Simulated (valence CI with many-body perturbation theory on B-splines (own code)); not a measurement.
**E1 transitions of Pd14+**

Method: relativistic CI+MBPT: four valence electrons over a frozen Dirac-Fock core [Ar] 3d10, a basis of 11 s, 11 p, 9 d, 7 f, 5 g, 2 h, 1 i functions for each j, with the one-electron correlation potential Σ1, the two-electron term Σ2, the three-electron term Σ3, Breit, model QED; selected CI, second order for the rest (own B-spline code, finite nucleus).

No measured levels were compared; by estimate levels hold to about 250 cm⁻¹ or 0.2 % of their energy and the worst to 1 %, as in measured heavy ions of charge 2 to 7; those with d or f electrons hold less well.

Lines 201 to 229 of 229 in falling wavelength, among levels below 943400 cm⁻¹, chosen from the strongest by gf and those to the six lowest levels. Wavelengths and rates use the calculated energies, so an error of 900 cm⁻¹ moves a line at 173.5 Å by 0.16 % and its rate by three times that or more. Electric multipoles are in the length gauge, E1 and E2 with the static RPA response of the core. Weak lines are less certain than strong ones. Lines between different terms over intervals too small for the method are left out, as are lines whose strength nearly cancels. The highest levels of a list are the least certain.

Names give the largest LS component (configuration and term), which can be under half, so a name can repeat, a term be missing and a line seem to break the LS rules; names also repeat where a configuration has a term twice. Letters in brackets count levels of one name in rising energy.

| λ vac (Å) | Upper | Lower | A (s⁻¹) | log gf | Branch % |
| --- | --- | --- | --- | --- | --- |
| 173.5 | 4s 4p2 4d 3F_4 [b] | 4s 4p3 3D°_3 | 1.87e+11 | 0.88 | 98.7 |
| 173.0 | 4s 4p2 4d 3F_3 [c] | 4s 4p3 3D°_2 | 1.18e+11 | 0.57 | 72.2 |
| 172.7 | 4s 4p2 4d 3G_3 | 4s 4p3 5S°_2 | 5.55e+07 | -2.76 | 0.5 |
| 172.0 | 4s 4p2 4d 3F_2 [c] | 4s 4p3 3D°_1 | 9.24e+10 | 0.31 | 64.8 |
| 170.5 | 4s 4p2 4d 3D_2 [c] | 4s 4p3 3D°_1 | 4.38e+10 | -0.02 | 40.1 |
| 169.8 | 4s 4p2 4d 3P_1 [c] | 4s 4p3 3D°_2 | 1.85e+10 | -0.62 | 15.8 |
| 169.1 | 4s 4p2 4d 3P_2 [b] | 4s 4p3 3D°_2 | 1.18e+10 | -0.60 | 9.9 |
| 169.1 | 4s 4p2 4d 3F_2 [b] | 4s 4p3 5S°_2 | 5.69e+09 | -0.91 | 9.4 |
| 168.3 | 4s 4p2 4d 3P_1 [c] | 4s 4p3 3D°_1 | 1.15e+10 | -0.83 | 9.8 |
| 166.4 | 4s2 4p 4d 1F°_3 | 4s2 4p2 3P_2 | 3.63e+10 | 0.02 | 19.6 |
| 165.5 | 4s 4p2 4d 3D_3 [a] | 4s 4p3 5S°_2 | 8.92e+09 | -0.59 | 17.2 |
| 164.8 | 4s 4p2 4d 3D_1 [a] | 4s 4p3 5S°_2 | 1.66e+09 | -1.69 | 3.0 |
| 164.7 | 4s2 4p 4d 3P°_1 | 4s2 4p2 3P_0 | 1.19e+09 | -1.84 | 0.9 |
| 163.8 | 4s2 4p 4d 1P°_1 | 4s2 4p2 3P_2 | 4.13e+07 | -3.30 | 0.0 |
| 163.2 | 4s 4p2 4d 3D_3 [b] | 4s 4p3 5S°_2 | 4.60e+09 | -0.89 | 4.8 |
| 161.3 | 4s 4p2 4d 3D_1 [b] | 4s 4p3 5S°_2 | 2.16e+06 | -4.60 | 0.0 |
| 161.1 | 4s 4p2 4d 3D_2 [a] | 4s 4p3 5S°_2 | 6.59e+08 | -1.89 | 0.6 |
| 160.4 | 4s2 4p 4d 1P°_1 | 4s2 4p2 3P_1 | 2.47e+09 | -1.54 | 2.0 |
| 159.8 | 4s 4p2 4d 3D_1 [c] | 4s 4p3 5S°_2 | 7.65e+04 | -6.06 | 0.0 |
| 158.8 | 4s 4p2 4d 3F_3 [b] | 4s 4p3 5S°_2 | 5.22e+06 | -3.86 | 0.0 |
| 158.4 | 4s 4p2 4d 3D_2 [b] | 4s 4p3 5S°_2 | 1.76e+08 | -2.48 | 0.2 |
| 156.6 | 4s 4p2 4d 3P_1 [b] | 4s 4p3 5S°_2 | 1.26e+08 | -2.86 | 0.1 |
| 156.5 | 4s 4p2 4d 3F_2 [c] | 4s 4p3 5S°_2 | 3.20e+08 | -2.23 | 0.2 |
| 156.0 | 4s 4p2 4d 3F_3 [c] | 4s 4p3 5S°_2 | 2.90e+09 | -1.13 | 1.8 |
| 155.2 | 4s 4p2 4d 3D_2 [c] | 4s 4p3 5S°_2 | 1.83e+05 | -5.48 | 0.0 |
| 153.4 | 4s 4p2 4d 3P_1 [c] | 4s 4p3 5S°_2 | 7.91e+07 | -3.08 | 0.1 |
| 152.8 | 4s 4p2 4d 3P_2 [b] | 4s 4p3 5S°_2 | 8.01e+08 | -1.85 | 0.7 |
| 152.2 | 4s 4p2 4d 3D_3 [c] | 4s 4p3 5S°_2 | 1.17e+09 | -1.55 | 2.5 |
| 151.4 | 4s2 4p 4d 1P°_1 | 4s2 4p2 3P_0 | 1.21e+09 | -1.90 | 1.0 |

(1) How does gf follow from A for the line at 152.2 Å?

Results:

(1) gf = 1.4992 × (2J+1)_upper × A / σ², with σ = 656978 cm⁻¹ and 2J+1 = 7: gf = 0.0285.
